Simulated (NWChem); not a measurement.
All runs are NWChem calculations. System: ethylene glycol (C₂H₆O₂), charge 0, spin multiplicity 1, at a geometry optimised with PBE0/def2-SVP. Level: EOM-CCSD/def2-SVP, 4 core orbitals frozen.

NWChem printed:

```
             Northwest Computational Chemistry Package (NWChem) 7.3.0
             --------------------------------------------------------

                                NWChem Input Module
                                -------------------

 Scaling coordinates for geometry "geometry" by  1.889725989
 (inverse scale =  0.529177249)

                             Geometry "geometry" -> ""
                             -------------------------

 Output coordinates in angstroms (scale by  1.889725989 to convert to a.u.)

  No.       Tag          Charge          X              Y              Z
 ---- ---------------- ---------- -------------- -------------- --------------
    1 O                    8.0000     1.33937000    -0.51402200     0.01675000
    2 C                    6.0000     0.62118500     0.67196600    -0.23696600
    3 C                    6.0000    -0.81800500     0.25908300    -0.45257900
    4 O                    8.0000    -1.30844900    -0.43496500     0.65562700
    5 H                    1.0000     2.20208400    -0.28956400     0.37583200
    6 H                    1.0000     0.67093100     1.36346900     0.62625000
    7 H                    1.0000     1.00371600     1.20794600    -1.12821000
    8 H                    1.0000    -1.44377800     1.15277500    -0.60690300
    9 H                    1.0000    -0.87651100    -0.34788100    -1.38022500
   10 H                    1.0000    -0.62288500    -1.08113800     0.87151100

 Effective nuclear repulsion energy (a.u.)     134.5607730431

            Nuclear Dipole moment (a.u.)
            ----------------------------
        X                 Y               Z
 ---------------- ---------------- ----------------
     0.0000094486     0.0000094486     0.0000018897


 Summary of "ao basis" -> "" (spherical)
 ------------------------------------------------------------------------------
       Tag                 Description            Shells   Functions and Types
 ---------------- ------------------------------  ------  ---------------------
 *                          def2-svp                  on all atoms

 Summary of "ao basis" -> "ao basis" (spherical)
 ------------------------------------------------------------------------------
       Tag                 Description            Shells   Functions and Types
 ---------------- ------------------------------  ------  ---------------------
 O                          def2-svp                 6       14   3s2p1d
[...]
   0.0000674284190   0.2970131904264    8.08214
   0.0004188078158   0.3159666531687    8.59789
   0.0020622909434   0.3499486839140    9.52259     7.6     7.6

 Iteration  18 using   54 trial vectors
   0.0000366525125   0.2970134901426    8.08215
   0.0002441356579   0.3159647500335    8.59784
   0.0013736921210   0.3499381567861    9.52231     8.3     8.3

 Iteration  19 using   57 trial vectors
   0.0000222952957   0.2970131618806    8.08214
   0.0001525677818   0.3159656372618    8.59787
   0.0009681929291   0.3499396961735    9.52235     7.9     7.9

 Iteration  20 using   60 trial vectors
   0.0000127470400   0.2970132404778    8.08214
   0.0000891144220   0.3159651750294    8.59785
   0.0006417780964   0.3499393257205    9.52234     8.3     8.3

 Iteration  21 using   63 trial vectors
   0.0000065707567   0.2970132451888    8.08215
   0.0000516222849   0.3159648392299    8.59784
   0.0004368717983   0.3499383925329    9.52231     7.8     7.8

 Iteration  22 using   65 trial vectors
   0.0000065706221   0.2970132414336    8.08214
   0.0000305630408   0.3159649565060    8.59785
   0.0003034238926   0.3499390477856    9.52233     6.6     6.6

 Iteration  23 using   67 trial vectors
   0.0000065538964   0.2970132449843    8.08215
   0.0000173996780   0.3159649194545    8.59785
   0.0002011996452   0.3499378770088    9.52230     6.4     6.4

 Iteration  24 using   69 trial vectors
   0.0000065398244   0.2970132432413    8.08215
   0.0000095989646   0.3159648403190    8.59784
   0.0001248932401   0.3499365633193    9.52226     6.1     6.1

 Iteration  25 using   70 trial vectors
   0.0000065366572   0.2970132429768    8.08215
   0.0000050841354   0.3159648964911    8.59785
   0.0000708284154   0.3499368244340    9.52227     4.7     4.7

 Iteration  26 using   71 trial vectors
   0.0000065390714   0.2970132431980    8.08215
   0.0000030839146   0.3159648828570    8.59785
   0.0000407713828   0.3499369321932    9.52227     4.8     4.8

 Iteration  27 using   72 trial vectors
   0.0000065469968   0.2970132433888    8.08215
   0.0000021094112   0.3159648730427    8.59785
   0.0000242091825   0.3499369272345    9.52227     4.5     4.5

 Iteration  28 using   73 trial vectors
   0.0000065105092   0.2970132434758    8.08215
   0.0000017282709   0.3159648846017    8.59785
   0.0000145872779   0.3499370330044    9.52228     4.5     4.5

 Iteration  29 using   74 trial vectors
   0.0000065111007   0.2970132444137    8.08215
   0.0000015941257   0.3159648801020    8.59785
   0.0000089663892   0.3499370276785    9.52228     4.2     4.2
 --------------------------------------------------------------
 Iterations converged
 ------------------

 Excited state root  1
 Excitation energy / hartree =        0.297013244413704
                   / eV      =        8.082145040687413
 largest EOMCCSD amplitudes: R1 and R2

 Singles contributions
    18a   (alpha) ---    11a   (alpha)        0.1173249003
    18a   (alpha) ---    13a   (alpha)       -0.1270059112
    18a   (alpha) ---    14a   (alpha)       -0.1011752859
    18a   (alpha) ---    15a   (alpha)        0.2192528295
    18a   (alpha) ---    16a   (alpha)        0.8002686454
    19a   (alpha) ---    16a   (alpha)       -0.2716396318

 Doubles contributions
 ------------------

 Excited state root  2
 Excitation energy / hartree =        0.315964880102031
                   / eV      =        8.597845506145381
 largest EOMCCSD amplitudes: R1 and R2

 Singles contributions
    18a   (alpha) ---    17a   (alpha)        0.6434956216
    20a   (alpha) ---    14a   (alpha)       -0.1025956541
    20a   (alpha) ---    17a   (alpha)       -0.4470016883
    21a   (alpha) ---    17a   (alpha)        0.2292750151
    22a   (alpha) ---    17a   (alpha)        0.2533625167
    23a   (alpha) ---    17a   (alpha)        0.2097235415

 Doubles contributions
 ------------------

 Excited state root  3
 Excitation energy / hartree =        0.349937027678546
                   / eV      =        9.522275070217582
 largest EOMCCSD amplitudes: R1 and R2

 Singles contributions
    18a   (alpha) ---    14a   (alpha)        0.1126838690
    18a   (alpha) ---    17a   (alpha)       -0.5173090673
    19a   (alpha) ---    17a   (alpha)       -0.4922035537
    20a   (alpha) ---    17a   (alpha)       -0.3888891602
    22a   (alpha) ---    17a   (alpha)        0.3075694424
    23a   (alpha) ---    17a   (alpha)        0.1139262124

 Doubles contributions

 Task  times  cpu:      206.2s     wall:      206.2s

 Total times  cpu:      206.2s     wall:      206.2s
```

Question: Write an NWChem input that would produce this output.

Answer: Several could match; the one computed here: 
```
start mol
memory heap 100 mb stack 700 mb global 1900 mb
geometry units angstroms nocenter noautoz noautosym
  O      1.339370    -0.514022     0.016750
  C      0.621185     0.671966    -0.236966
  C     -0.818005     0.259083    -0.452579
  O     -1.308449    -0.434965     0.655627
  H      2.202084    -0.289564     0.375832
  H      0.670931     1.363469     0.626250
  H      1.003716     1.207946    -1.128210
  H     -1.443778     1.152775    -0.606903
  H     -0.876511    -0.347881    -1.380225
  H     -0.622885    -1.081138     0.871511
end
basis spherical
  * library def2-svp
end
scf
  rhf
  nopen 0
  maxiter 100
  thresh 1e-7
  semidirect memsize 60000000 filesize 0
end
tce
  freeze core 4
  ccsd
  nroots 3
  2eorb
  2emet 13
  thresh 1e-5
  maxiter 200
  tilesize 24
end
task tce energy
```
